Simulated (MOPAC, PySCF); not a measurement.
C3H9B, SMILES `CB(C)C`, neutral singlet in the gas phase. 

Cartesian coordinates (Å):
SMILES: CB(C)C
```xyz
13

C     -0.3964     1.5162     0.0567
B      0.0063     0.0033    -0.0230
C      1.5142    -0.4172    -0.0820
C     -1.1100    -1.0959    -0.0035
H     -1.2994     1.7371    -0.5176
H      0.3871     2.2197    -0.2255
H     -0.6619     1.7268     1.1007
H      1.6857    -1.4422    -0.4128
H      1.8984    -0.3516     0.9447
H      2.1322     0.2617    -0.6723
H     -2.0718    -0.7631     0.3885
H     -1.2790    -1.3826    -1.0502
H     -0.8083    -2.0126     0.5070
```
Charge 0, spin multiplicity 1.

All levels are single points at this geometry (CAM-B3LYP-D3(BJ)/def2-TZVP); Pople sets use spherical d functions. Orbital energies aren't observables, and empty levels follow the basis.

BP86/6-31G* in PySCF gives dipole (D) = 0.10.

Task: Estimate the dipole (D) from each of these levels: CAM-B3LYP-D3(BJ)/def2-TZVP in PySCF; PBE-D3(BJ)/def2-TZVP in PySCF; TPSSh-D3(BJ)/def2-TZVP in PySCF; B3LYP/3-21G in PySCF; B3LYP/6-31G* in PySCF; M06-2X/6-31G* in PySCF; SVWN5/6-31G* in PySCF; HF/3-21G in PySCF; HF/6-31G* in PySCF; HF/STO-3G in PySCF; AM1 in MOPAC; PM7 in MOPAC.

Result: 
```json
[
 {"level": "CAM-B3LYP-D3(BJ)/def2-TZVP in PySCF", "dipole (D)": "0.06"},
 {"level": "PBE-D3(BJ)/def2-TZVP in PySCF", "dipole (D)": "0.07"},
 {"level": "TPSSh-D3(BJ)/def2-TZVP in PySCF", "dipole (D)": "0.06"},
 {"level": "B3LYP/3-21G in PySCF", "dipole (D)": "0.11"},
 {"level": "B3LYP/6-31G* in PySCF", "dipole (D)": "0.09"},
 {"level": "M06-2X/6-31G* in PySCF", "dipole (D)": "0.08"},
 {"level": "SVWN5/6-31G* in PySCF", "dipole (D)": "0.11"},
 {"level": "HF/3-21G in PySCF", "dipole (D)": "0.08"},
 {"level": "HF/6-31G* in PySCF", "dipole (D)": "0.05"},
 {"level": "HF/STO-3G in PySCF", "dipole (D)": "0.07"},
 {"level": "AM1 in MOPAC", "dipole (D)": "0.11"},
 {"level": "PM7 in MOPAC", "dipole (D)": "0.19"}
]
```
